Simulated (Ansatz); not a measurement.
Consider the formal exchange of groups at the Si–Sb bond: `OC[SiH2][SbH2]` + `CC(C)N` → `N[SiH2]CO` + `C[CH](C)[SbH2]`.

Program: Ansatz. Geometries: PBE0-D4/def2-TZVP. ΔE: electronic, gas phase. CBS: MP2 limit from def2 TZ/QZ plus the TZ coupled-cluster correction, frozen cores. Functionals use def2-TZVPP. def2 core potentials past Kr. For Sb outer-core shells are correlated without core-valence functions, which leaves a few kJ/mol of doubt a bond. Each species was taken in one conformer, which may not be the lowest.

**Question.** Is it downhill or uphill in electronic energy at CCSD(T)/CBS, and by how much? (Best estimate.)

**Answer.** The calculation gave: Downhill: ΔE = -48.5 kJ/mol.

**Question.** What do these levels give: PBE0-D4, ωB97M-V, r2SCAN, PBE0, HF/def2-TZVPP, MP2/def2-TZVPP? (Best estimate.)

**Answer.** Computed: PBE0-D4 -34.8, ωB97M-V -47.0, r2SCAN -41.8, PBE0 -33.6, HF/def2-TZVPP -43.9, MP2/def2-TZVPP -56.9 kJ/mol.

Largest T1 diagnostic among the species: 0.013.

In def2-TZVPP, CCSD(T) changes the Hartree–Fock value by −5.8 kJ/mol (the triples alone add −0.5 kJ/mol) and MP2 by −13.1 kJ/mol.
